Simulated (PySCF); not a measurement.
**Correlation energy of P⁺ (phosphorus, charge +1)**

[Ne] 3s2 3p2, high-spin 3P determinant. Computed with PySCF 2.14 in aug-cc-pV(D+d)Z (5s4p3d, 32 functions), with no relativity, point nucleus. Frozen: [Ne]; 4 electrons correlated.

MP2 pair energies summed by pair of shells (mhartree):

```
 pair  energy  share (%)
3s-3p  -30.88       60.3
3s-3s  -14.79       28.9
3p-3p   -5.54       10.8
```

Total MP2 correlation energy: -51.22 mhartree.

Same-spin part -8.57 and opposite-spin part -42.65 mhartree; SCS-MP2 scales them by 1/3 and 6/5 to -54.04 mhartree.

```
  level  correlation energy (mhartree)
   CCSD                         -73.02
    (T)                          -1.14
CCSD(T)                         -74.16
```

Diagnostics: T1 = 0.0091, D1 = 0.0249, largest double amplitude 0.105.

Q: Is a single reference adequate?

A: Mostly. T1 lies below 0.03, but a double amplitude of this size points to a near-degeneracy that CCSD handles and MP2 describes poorly.
